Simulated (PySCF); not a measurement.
Isomers of C2H8OS3Si2, one GFN2-xTB conformer each. Single-point energies are computed at PBE0/pcSseg-1 (PySCF, gas phase, no added dispersion term), electronic only.

```
              SMILES  GFN2-xTB relative energy (kJ/mol)
[SiH3]O[Si]1(S)SCCS1                                0.0
O[Si]1(S[SiH3])SCCS1                               81.9
```

Conformers: `[SiH3:1][O:2][Si:3]1([SH:4])[S:5][CH2:6][CH2:7][S:8]1` with Si1–O2–Si3–S4 4°, O2–Si3–S4–H 178°, O2–Si3–S5–C6 98°, Si3–S5–C6–C7 46°, S5–C6–C7–S8 -62°, C6–C7–S8–Si3 39°; `[OH:1][Si:2]1([S:3][SiH3:4])[S:5][CH2:6][CH2:7][S:8]1` with H–O1–Si2–S3 177°, O1–Si2–S3–Si4 0°, O1–Si2–S5–C6 -143°, Si2–S5–C6–C7 50°, S5–C6–C7–S8 -61°, C6–C7–S8–Si2 34°.

What does PBE0/pcSseg-1 give for the same structures?

| SMILES | PBE0/pcSseg-1 E (Eh) | PBE0/pcSseg-1 (kJ/mol) | GFN2-xTB (kJ/mol) | point group |
| --- | --- | --- | --- | --- |
| [SiH3]O[Si]1(S)SCCS1 | -1929.05475 | 0.0 | 0.0 | C1 |
| O[Si]1(S[SiH3])SCCS1 | -1929.04581 | 23.5 | 81.9 | C1 |

Both levels put the same isomer lowest. As drawn, the lower has an S–H bond, which the higher lacks; the higher has an O–H bond, which the lower lacks.

Which frontier levels, dipoles and rotational constants go with these structures?

| SMILES | HOMO (eV, PBE0/pcSseg-1) | LUMO (eV) | dipole (D) | A, B, C (MHz) |
| --- | --- | --- | --- | --- |
| [SiH3]O[Si]1(S)SCCS1 | -6.96 | -0.30 | 1.47 | 1163, 625.1, 590.0 |
| O[Si]1(S[SiH3])SCCS1 | -6.96 | -0.50 | 2.53 | 1660, 573.1, 526.1 |
